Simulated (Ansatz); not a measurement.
Ansatz (a quantum-chemistry and plane-wave program) input:

Ansatz 0.2 input:
```yaml
crystal:
  periodic: [false, false, false]
  atoms:
    - {symbol: Ti, position_ang: [0.07784467, 0.17411095, 0.10808224]}
    - {symbol: O, position_ang: [1.44519068, -0.28707010, -0.86269309]}
    - {symbol: H, position_ang: [2.16192665, -0.88280050, -1.12149448]}
    - {symbol: O, position_ang: [-0.32643374, -0.90580869, 1.41002706]}
    - {symbol: H, position_ang: [-0.94558082, -1.40605780, 1.95956420]}
    - {symbol: O, position_ang: [-1.26806075, 0.85893908, -0.75463256]}
    - {symbol: H, position_ang: [-1.73449814, 1.12993518, -1.55749033]}
basis:
  gaussian:
    orbitals: 6-31G
total_charge: 1
magnetization: {spin_polarized: false}
correlation: {method: ccsd_t, electrons: outside_noble_gas}
```

Task: What final total energy does it print?

Result: -1075.00869 Eh (CCSD(T)/6-31G). The basis has 60 functions.

The spin state was set by rule; other spins were not relaxed.
